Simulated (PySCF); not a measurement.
## Structure from 2D NMR

Compound of formula C6H7FN2Si. Correlations simulated from computed shifts and the bond graph:

HSQC (one-bond C–H):
```csv
δH,δC
5.33,103.0
3.25,28.7
2.65,28.7
```

COSY cross peaks (H two or three bonds apart, from the bond graph; peaks can be absent where the dihedral angle is near 90°):
```csv
δH,δH
5.34,2.65
```

HMBC (two and three bonds, from the bond graph):
```csv
δH,δC
5.34,"166.5, 28.7"
5.33,"166.5, 121.5, 28.7, 28.7"
3.25,"166.5, 120.4, 103.0, 28.7"
2.65,"166.5, 103.0, 28.7"
```

Carbons without hydrogens: δ 166.5, 121.5, 120.4.

Rapidly exchanging positions averaged, relativity neglected, no solvent model, a single conformation. Geometry from GFN2-xTB; GIAO PBE0/pcSseg-1 shieldings; PySCF 2.14.0 with density-fitted response routines.

δ = σ(ref) − σ, references computed at the same level: TMS for $^{1}$H, $^{13}$C.

Exchangeable hydrogens are left out of these lists.

Which molecule is this?

## Answers

SMILES C(/C(=C/C#N)C[SiH2]F)C#N.

Atom-mapped SMILES (the numbers label the heavy atoms): `[N:1]#[C:2]/[CH:3]=[C:4](/[CH2:5][C:6]#[N:7])[CH2:8][SiH2:9][F:10]` (H(Xn): hydrogen on atom n).

δC 166.5 is C4, a fully substituted alkene carbon. δC 121.5 is C2, a nitrile carbon. δC 120.4 is C6, a nitrile carbon. δC 103.0 is C3, an alkene CH (δH 5.33). δC 28.7 is C8, an allylic sp3 CH2 bonded to Si (δH 2.65). δC 28.7 is C5, an allylic sp3 CH2 (δH 3.25). HMBC from δH 5.34 reaches the proton-free carbon C4. HMBC from δH 5.33 reaches the proton-free carbons C4, C2. HMBC from δH 3.25 reaches the proton-free carbons C4, C6. HMBC from δH 2.65 reaches the proton-free carbon C4. COSY links 5.34–2.65.

The shifts were computed for this structure.

Shifts are as computed. Against solution values, carbons near 30 ppm lie about +3 ppm off and those near 130 ppm about +5 ppm. Of 1309 compounds with measured shifts, 239 miss one by over three times the rms of a fit or turn the order of signals round; such compounds aren't used in these exercises.
